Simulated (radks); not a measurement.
Polarisability of the zirconium ion Zr+, [Kr] 4d2 5s1, at imaginary frequency. Method: scalar-relativistic Kohn-Sham, LB94 model potential, spin-polarised, spherical densities, finite nucleus; open shells are filled with parallel spins first (spin-orbit coupling, left out, can overturn this in heavy ions); Fermi nuclear charge, rms radius 4.2694 fm; computed with a radial shooting solver on a logarithmic mesh with Libxc functionals. Response by self-consistent Sternheimer equations with the Hartree and adiabatic LDA kernel, the relativistic mass of each level held fixed and spin-orbit coupling left out.

w (hartree),alpha1(iw) (bohr^3)
0.00266,46.69
0.0143,46.43
0.0360,45.05
0.0697,41.18
0.118,34.13
0.186,25.45
0.280,17.67
0.413,11.94
0.605,7.987
0.892,5.216
1.35,3.187
2.12,1.710
3.59,0.7596
6.94,0.2681
17.5,0.06438

Static values: alpha1 = 46.70 bohr^3 (6.921 angstrom^3; uncoupled 70.11). C6 = 367.5, triple-dipole C9 = 11780 atomic units. One-pole (London) frequency 4 C6 / (3 alpha1^2) = 0.225 hartree, against 0.532 for minus the highest occupied eigenvalue.
